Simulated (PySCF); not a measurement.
Electronic structure of F²⁺ (fluorine, charge +2) at the UHF level

Configuration: [He] 2s2 2p3, high-spin 4S determinant. Computed with PySCF 2.14 in x2c-TZVPall (5s3p2d1f, 31 functions), with scalar relativity by spin-free X2C-1e.

* Total energy: -97.696808 hartree
* One-electron energy: -126.3055 hartree
* Hartree (Coulomb) energy: 37.8317 hartree
* Exchange energy: -9.2230 hartree
* ⟨S²⟩: 3.7538
* ⟨L²⟩: 0.000
* Sum of ⟨r⟩: 4.827 bohr
* Sum of ⟨r²⟩: 4.986 bohr²
* Langevin diamagnetic susceptibility: -3.95 ×10⁻⁶ cm³/mol
* Time after the integrals: 0.05 s of wall time on 1 thread of Neoverse-V2 (shared host)

```
shell  electrons  mean orbital energy (hartree)  rms radius, mean of both spins (bohr)
 1s α          1                      -28.19163                                  0.203
 1s β          1                      -28.00923                                  0.203
 2s α          1                       -3.24058                                   1.01
 2s β          1                       -2.60414                                   1.01
 2p α          3                       -2.34750                                  0.979
```
